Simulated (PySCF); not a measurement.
Successive ionisation energies of lead

Calculated with PySCF 2.14, two-component X2C-1e (Gaussian nucleus, no Breit or QED terms), each ion in its own even-tempered basis; GMP2 freezes the deep shells of the larger ions and drops the highest virtual spinors; eV.

```csv
ion,configuration,GHF (spin-free),GHF (screened spin-orbit),GMP2 (screened spin-orbit),NIST,kind
Pb⁷²⁺,[Ne],20242.7,19617.6,19619.2,19590 ± 70,theoretical
Pb⁷³⁺,[He] 2s2 2p5,20613.5,19989.6,19991.3,19970 ± 90,theoretical
Pb⁷⁴⁺,[He] 2s2 2p4,20987.2,20396.1,20396.6,20380 ± 90,theoretical
Pb⁷⁵⁺,[He] 2s2 2p3,21483.9,20775.2,20775.6,20750 ± 100,theoretical
Pb⁷⁶⁺,[He] 2s2 2p2,21864.9,23504.3,23506.5,23460 ± 110,theoretical
Pb⁷⁷⁺,[He] 2s2 2p1,22249.1,23970.7,23968.0,23940 ± 120,theoretical
Pb⁷⁸⁺,[He] 2s2,24588.8,24588.8,24595.4,24550 ± 120,theoretical
Pb⁷⁹⁺,[He] 2s1,24976.2,24976.2,24976.5,24938.2 ± 0.4,theoretical
Pb⁸⁰⁺,1s2,99767.2,99767.2,99769.4,99491.8 ± 0.3,theoretical
Pb⁸¹⁺,1s1,101513.6,101513.6,101513.6,101336.7 ± 0.3,theoretical
```

(1) Where is the largest relative jump?

Results:

(1) From Pb⁷⁹⁺ to Pb⁸⁰⁺: 24976.5 to 99769.4 eV, where the electron removed from 1s2 comes from a deeper shell or subshell.
